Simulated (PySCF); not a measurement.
Compound: C5H6F4.
Structure used (GFN2-xTB), in Å, numbered top down from 1:
```xyz
15
C5H6F4 angstrom
C     -0.6054    1.6504    0.4843
C     -0.3299    0.3575    0.5056
C     -1.3435   -0.6795    0.9027
F     -0.8248   -1.5128    1.8690
C      1.0178   -0.1868    0.0982
C      1.0721   -0.4080   -1.4035
F      2.2478   -0.9256   -1.7899
F      0.1233   -1.2498   -1.8402
F      0.9127    0.7313   -2.0930
H     -1.5733    2.0271    0.7646
H      0.1219    2.3789    0.1711
H     -2.2439   -0.2236    1.3222
H     -1.6065   -1.3204    0.0525
H      1.8160    0.5135    0.3486
H      1.2115   -1.1441    0.5859
```

Computed, not measured: PySCF 2.14.0, density-fitted response routines, TDDFT PBE0/def2-SVPD, vertical, gas phase, core orbitals frozen in the response.

Transition dipole moments from the ground state, in atomic units and in the frame of the coordinates above (overall signs are arbitrary), for the states with f of 0.002 or more among the lowest 6:

| state | E (hartree) | μx | μy | μz |
| --- | --- | --- | --- | --- |
| S1 | 0.2636 | 0.230 | -1.252 | -0.139 |
| S3 | 0.2829 | 0.027 | -0.294 | 0.257 |
| S4 | 0.2990 | -0.270 | 0.378 | 0.031 |
| S5 | 0.3089 | -0.325 | -0.051 | -0.081 |
| S6 | 0.3145 | 0.093 | -0.109 | 0.045 |

**Question.** Work out the oscillator strengths.

**Answer.** f = (2/3) ΔE |μ|² with ΔE in hartree (27.2114 eV).

| state | \|μ\|² (au) | \|μ\| (D) | f |
| --- | --- | --- | --- |
| S1 | 1.641 | 3.26 | 0.288 |
| S3 | 0.153 | 1.00 | 0.029 |
| S4 | 0.216 | 1.18 | 0.043 |
| S5 | 0.115 | 0.86 | 0.024 |
| S6 | 0.023 | 0.38 | 0.005 |

**Question.** Which bond between heavy atoms lies closest to the direction of the S1 transition dipole?

**Answer.** C1–C2, at 7° from it; next C6–F9 at 37°.

**Question.** What angle do the transition dipoles of S4 and S5 make?

**Answer.** |cos θ| = |μa·μb| / (|μa| |μb|) = 0.42, so θ ≈ 65° (taken between 0 and 90°, since the signs are arbitrary).

**Question.** How is the summed strength of these states shared among x, y and z?

**Answer.** (2/3) Σ ΔE μα² gives 0.048 for x, 0.323 for y and 0.018 for z, 0.389 in all.

**Question.** What peak molar absorption coefficient would the strongest computed level give as a lone Gaussian band 0.5 eV wide at half height?

**Answer.** ε(max) = 2.175×10⁸ f / FWHM, with the width in cm⁻¹. S1: 2.175×10⁸ × 0.2883 / 4033 ≈ 16000 L mol⁻¹ cm⁻¹.

One conformer stands for the species.
